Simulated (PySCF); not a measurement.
Ga, charge +1, singlet; B3LYP/def2-SVP (PySCF).

The PySCF input:
```python
from pyscf import gto, scf, dft

mol = gto.Mole()
mol.atom = '''
    Ga    0.00000000    0.00000000    0.00000000
'''
mol.basis = 'def2-svp'
mol.charge = 1
mol.verbose = 4
mol.build()

mf = dft.RKS(mol)
mf.xc = 'b3lyp'
mf.conv_tol = 1e-11
mf.kernel()
```

What the program printed (banner, timings and long lists left out):

```
PySCF version 2.14.0

[INPUT] verbose = 4
[INPUT] num. atoms = 1
[INPUT] num. electrons = 30
[INPUT] charge = 1
[INPUT] spin (= nelec alpha-beta = 2S) = 0
[INPUT] symmetry False subgroup None
[INPUT] Mole.unit = angstrom
[INPUT] Symbol           X                Y                Z      unit          X                Y                Z       unit  Magmom
[INPUT]  1 Ga     0.000000000000   0.000000000000   0.000000000000 AA    0.000000000000   0.000000000000   0.000000000000 Bohr   0.0

nuclear repulsion = 0
number of shells = 12
number of NR pGTOs = 74
number of NR cGTOs = 32
basis = def2-svp
ecp = {}

******** <class 'pyscf.dft.rks.RKS'> ********
method = RKS
initial guess = minao
damping factor = 0
level_shift factor = 0
DIIS = <class 'pyscf.scf.diis.CDIIS'>
diis_start_cycle = 1
diis_space = 8
diis_damp = 0
SCF conv_tol = 1e-11
SCF conv_tol_grad = None
SCF max_cycles = 50
direct_scf = True
direct_scf_tol = 1e-13
XC library pyscf.dft.libxc version 7.1.2
    S. Lehtola, C. Steigemann, M. J. T. Oliveira, and M. A. L. Marques,  SoftwareX 7, 1–5 (2018)
XC functionals = b3lyp
    P. J. Stephens, F. J. Devlin, C. F. Chabalowski, and M. J. Frisch,  J. Phys. Chem. 98, 11623 (1994)
radial grids:
    Treutler-Ahlrichs [JCP 102, 346 (1995); DOI:10.1063/1.469408] (M4) radial grids

becke partition: Becke, JCP 88, 2547 (1988); DOI:10.1063/1.454033
pruning grids: <function nwchem_prune>
grids dens level: 3
symmetrized grids: False
atomic radii adjust function: <function treutler_atomic_radii_adjust>
small_rho_cutoff = 0
Set gradient conv threshold to 3.16228e-06
Initial guess from minao.
tot grids = 20904
init E= -1924.05285721069
  HOMO = -0.330236598491872  LUMO = -0.069845586614749  gap/eV = 7.08560
cycle= 1 E= -1924.36529500527  delta_E= -0.312  |g|= 0.422  |ddm|= 0.549
  HOMO = -0.657746824202644  LUMO = -0.341200986290659  gap/eV = 8.61365
cycle= 2 E= -1924.36582763639  delta_E= -0.000533  |g|= 0.512  |ddm|= 1.06
  HOMO = -0.633101393889623  LUMO = -0.324019354418215  gap/eV = 8.41055
cycle= 3 E= -1924.39196998249  delta_E= -0.0261  |g|= 0.0137  |ddm|= 0.221
  HOMO = -0.623317918730976  LUMO = -0.315586069484681  gap/eV = 8.37381
cycle= 4 E= -1924.39200003427  delta_E= -3.01e-05  |g|= 0.00124  |ddm|= 0.0165
  HOMO = -0.623105745038891  LUMO = -0.315355865624044  gap/eV = 8.37430
cycle= 5 E= -1924.39200017874  delta_E= -1.44e-07  |g|= 1.67e-05  |ddm|= 0.000984
  HOMO = -0.623107051199237  LUMO = -0.315356839419836  gap/eV = 8.37431
cycle= 6 E= -1924.39200017877  delta_E= -2.98e-11  |g|= 5.24e-08  |ddm|= 2.22e-05
  HOMO = -0.623107064731801  LUMO = -0.315356852052772  gap/eV = 8.37431
cycle= 7 E= -1924.39200017877  delta_E= -2.27e-12  |g|= 2.52e-09  |ddm|= 2.36e-07
  HOMO = -0.623107064327423  LUMO = -0.315356851739717  gap/eV = 8.37431
Extra cycle  E= -1924.39200017877  delta_E= 2.27e-12  |g|= 3.14e-09  |ddm|= 4.11e-09
converged SCF energy = -1924.39200017877
```
